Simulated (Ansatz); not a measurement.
Reaction (isomerisation): `C[SiH2]SSC` → `CS[SiH](C)S`

Isolated molecules relaxed with PBE0-D4/def2-TZVP in Ansatz; ΔE leaves out vibrations. CCSD(T)/CBS adds triple-zeta CCSD(T) − MP2 to the extrapolated MP2 energy (def2 sets, frozen cores). Functionals use def2-TZVPP. B3LYP here is the variant with VWN-RPA as its local correlation; programs differ in this. Each species was taken in one conformer, which may not be the lowest.

```tsv
level	ΔE (kJ/mol)	difference from CCSD(T)/CBS
BLYP-D4	-80.5	11.1
r2SCAN-D4	-90.6	1.0
B97M-V	-91.4	0.2
r2SCAN0-D4	-93.4	-1.8
CAM-B3LYP-D4	-89.5	2.1
PBE-QIDH	-94.6	-3.0
revPBE	-82.1	9.5
r2SCAN	-90.3	1.3
PBE0	-88.7	2.9
B3LYP	-84.4	7.2
RPA@PBE/def2-TZVPP	-89.7	1.9
HF/def2-SVP	-103.7	-12.1
MP2/def2-SVP	-106.8	-15.2
HF/def2-TZVPP	-93.7	-2.1
HF/def2-QZVPP	-92.9	-1.3
MP2/def2-QZVPP	-95.2	-3.6
CCSD(T)/CBS	-91.6	0
```

Task: What do rigid-rotor, harmonic-oscillator terms from PBE0-D4/def2-TZVP frequencies (298.15 K, 1 bar) make of the CCSD(T)/CBS value? (Estimate.)

Result: Computed: ΔZPE = +0.9 kJ/mol, ΔH = -90.1 kJ/mol, ΔS = 3 J/(mol·K), ΔG = -91.0 kJ/mol.

Largest T1 diagnostic among the species: 0.011.

From PBE to PBE0 (25 % exact exchange), in def2-TZVPP and without D4, ΔE moves by −6.0 kJ/mol. Leaving LDA and LC-ωPBE aside and taking each functional with its dispersion term where it has one, the values spread over 14.1 kJ/mol, from PBE-QIDH to BLYP-D4. At CCSD(T), def2-SVP lies −9.8 kJ/mol from the extrapolated value and def2-TZVPP −2.7 kJ/mol.
